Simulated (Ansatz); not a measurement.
Basis sets compared for HgSe₂⁻. Total charge -1; doublet. Geometry r2SCAN-D4/def2-TZVPD. Ansatz on 4 threads of Arm Neoverse V1 on a shared host; times are rough, and most runs start from earlier orbitals.

```xyz
3

Hg    0.256   -0.284   -2.042
Se   -1.014   -0.573    1.009
Se    0.758    0.857    1.033
```

In the def2 sets Hg takes a core potential; there is no spin–orbit coupling. At PBE-D4/def2-SVPD, PBE-D4/def2-TZVPD the highest occupied level of the charge -1 doublet lies above zero (up to 0.27 eV). By energy differences its removal costs 2.49 eV (vertical, to the charge 0 triplet, at PBE0-D4/def2-TZVPD). The structure comes from a short search, and lower isomers may exist.

| level | functions | energy (Eh) | HOMO (eV) | LUMO (eV) | wall time |
| --- | --- | --- | --- | --- | --- |
| PBE-D4/def2-SVPD | 117 | -4955.4528 | 0.27 | 0.44 | 3.6 s |
| PBE0-D4/def2-SVPD | 117 | -4955.5576 | -0.69 | 1.23 | 5.5 s |

Q: Estimate the rows for PBE-D4/def2-TZVPD, PBE0-D4/def2-TZVPD.

A: 
```json
{"level": "PBE-D4/def2-TZVPD", "functions": "160", "energy (Eh)": "-4956.0422", "HOMO (eV)": "0.22", "LUMO (eV)": "0.44", "wall time": "4 s"}
{"level": "PBE0-D4/def2-TZVPD", "functions": "160", "energy (Eh)": "-4956.1470", "HOMO (eV)": "-0.72", "LUMO (eV)": "1.26", "wall time": "11 s"}
```
